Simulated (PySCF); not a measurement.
# Dipole moment and polarisability of `C#C[Si@H](F)SCC(F)F`

C₄H₅F₃SSi.
Numbering: `[CH:1]#[C:2][Si@H:3]([F:4])[S:5][CH2:6][CH:7]([F:8])[F:9]` (hydrogens: H10 on C1; H11 on Si3; H12, H13 on C6; H14 on C7)

Cartesian coordinates in Å at the GFN2-xTB level; atoms count from 1:
```
atom  x, y, z in Å
C1     3.9266   -0.2281    1.1869
C2     2.8507   -0.3821    0.6738
Si3    1.1902   -0.6040   -0.0849
F4     1.1760    0.1468   -1.5127
S5    -0.1755    0.5165    1.1573
C6    -1.4313    1.0183   -0.0725
C7    -2.3760   -0.1032   -0.4642
F8    -3.0004   -0.6376    0.6073
F9    -1.7133   -1.1247   -1.0625
H10    4.8702   -0.0916    1.6319
H11    0.7797   -1.9635   -0.3479
H12   -2.0083    1.8126    0.3983
H13   -0.9370    1.3975   -0.9655
H14   -3.1522    0.2426   -1.1674
```

Level: CAM-B3LYP/def2-SVPD (PySCF), static field, nuclei fixed, core orbitals frozen in the response. The polarisability tensor in these axes (au):

```
x   119.48  -5.42  11.96
y    -5.42  76.61   3.31
z    11.96   3.31  80.19
```

Q: Give the principal values, the mean and the anisotropy Δα = √{½[(α1 − α2)² + (α2 − α3)² + (α1 − α3)²]}.

A: Principal values 71.88, 81.16 and 123.24 au; mean 92.09 au = 13.65 Å³ = 15.18 × 10⁻⁴⁰ C²·m²/J; Δα = 47.41 au (51 % of the mean).

Q: What is the dipole moment, and where does it point?

A: (0.38, 1.27, -0.20) D, 1.34 D in size, pointing from the negative to the positive side. Measured along this direction, the outermost atoms are H11 and F8 at the negative end and H13 and H12 at the positive end.

Q: Molar refractivity from α?

A: Lorentz–Lorenz: R = (4π/3)N_A α = 2.5225 cm³/(mol·Å³) × 13.65 Å³ = 34.4 cm³/mol, in the limit of long wavelengths.

Q: How large is μ²/3kT at 273 K beside α?

A: In Gaussian units μ²/3kT = 15.90 Å³ against 13.65 Å³, a ratio of 1.16; the Debye molar polarisation (4π/3)N_A(α + μ²/3kT) is 74.5 cm³/mol, leaving out the vibrational part.

Q: Rayleigh depolarisation ratio (linearly polarised light, static tensor)?

A: ρ = 3Δα²/(45ᾱ² + 4Δα²) = 6743.0/(381647 + 8990.6) = 0.0173.

Geometry: GFN2-xTB, one conformer, isolated molecule.
